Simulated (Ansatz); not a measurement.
Au5Se2⁺. The state is a singlet with charge 1. Geometry PBE0-D4/def2-SVP, basis def2-TZVP, Ansatz.

```xyz
7

Au    0.0074    0.3743    0.7154
Au    1.7322    2.0793   -1.8800
Au   -1.7104    2.1286   -1.8549
Au    1.7031   -2.7466    0.6794
Au   -1.7395   -2.7213    0.6474
Se    0.0299    2.6033   -0.2840
Se   -0.0227   -1.7176    1.9767
```

| run | HOMO (eV) | LUMO (eV) |
| --- | --- | --- |
| A | -10.88 | -6.64 |
| B | -10.19 | -8.09 |
| C | -10.37 | -7.13 |
| D | -10.02 | -7.51 |
| E | -9.88 | -7.73 |
| F | -10.74 | -6.76 |

In the def2 sets Au takes a core potential; there is no spin–orbit coupling. HSE06 is defined as in plane-wave codes, on full-range PBE exchange. Another isomer (singlet) lies 0.05 eV lower at PBE0-D4/def2-TZVP; other spin states weren't run for this one.

**Question.** The runs used HSE06, LDA (SPW92), PBE, PBE0, r2SCAN, r2SCAN0. Estimate which is which.

**Answer.** A r2SCAN0 (25 % exact exchange); B LDA (SPW92) (0 % exact exchange); C HSE06 (range-separated); D r2SCAN (0 % exact exchange); E PBE (0 % exact exchange); F PBE0 (25 % exact exchange). Exact exchange lowers occupied and raises empty levels; among semilocal functionals meta-GGAs tend to open the gap a little, and such runs are hard to tell apart. The gap grows from 2.10 eV (LDA (SPW92)) to 4.24 eV (r2SCAN0).
